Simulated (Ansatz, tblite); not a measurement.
Removing and adding an electron: Pd(PH3)2 (P₂PdH₆). Total charge 0; singlet. Geometry: PBE0-D4/def2-SVP. Ansatz, gas phase; energy differences of separate SCF runs; the oxidised species was run as a doublet alone; the reduced species was run as a doublet alone.

Cartesian coordinates in Å:
```
Pd 0.0048 0.0206 0.0132
P -1.8879 0.9564 -0.7977
H -3.1623 0.3899 -0.5122
H -2.0953 1.0836 -2.2003
H -2.2482 2.2955 -0.4751
P 1.8897 -0.9486 0.8027
H 2.1513 -1.0215 2.2003
H 3.1763 -0.4590 0.4392
H 2.1717 -2.3170 0.5299
```

In the def2 sets Pd takes a core potential; there is no spin–orbit coupling. The xTB rows come from tblite. HOMO above LUMO, or a gap near zero within one spin, warns that the state may not be the lowest or that an electron is smeared out.

```csv
level,−HOMO (eV),vertical IE (eV),−LUMO (eV),vertical EA (eV),HOMO–LUMO gap (eV),IE − EA (eV),remarks
GFN1-xTB,8.70,12.22,5.45,2.72,3.25,9.49,–
GFN2-xTB,8.94,11.87,5.42,3.37,3.51,8.50,–
PBE-D4/def2-TZVP,4.49,7.48,1.25,–,3.24,–,–
PBE-D4/def2-TZVPD,4.55,–,1.30,-0.66,3.26,–,"HOMO above zero (-1 doublet), gap within one spin near zero (-1 doublet)"
r2SCAN-D4/def2-TZVP,4.56,7.35,1.05,–,3.51,–,–
r2SCAN-D4/def2-TZVPD,4.61,–,1.09,-0.72,3.52,–,HOMO above zero (-1 doublet)
PBE0-D4/def2-TZVP,5.45,7.23,0.46,–,4.98,–,–
PBE0-D4/def2-TZVPD,5.50,–,0.50,-0.82,4.99,–,HOMO above zero (-1 doublet)
```

   A HOMO above zero means that the electron is unbound at that level or that self-interaction error raises the level; the energy of removing that electron tells which. Raw xTB energy differences between charge states are shifted by several eV; the methods need an empirical correction for them. A negative affinity means that the extra electron isn't bound; its size then hangs on the basis.
